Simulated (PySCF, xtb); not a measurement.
C₃H₁₄Si₃, SMILES C[SiH2]CC[SiH2][SiH3].

GFN2-xTB in xtb at its own geometry gives an orbital gap of 4.36 eV and a dipole moment of 0.40 D.

Geometry: B3LYP-D3(BJ)/def2-SVP. This is a generated structure with no PubChem entry under its InChIKey; it may be hypothetical. One conformer was computed; it need not be the lowest.

Task: What does CAM-B3LYP/def2-TZVP (PySCF) give? (The exact figures need the calculation; the answer reports its results.)

Result: gap 10.08 eV (levels -9.03 and 1.05 eV), dipole 0.79 D.
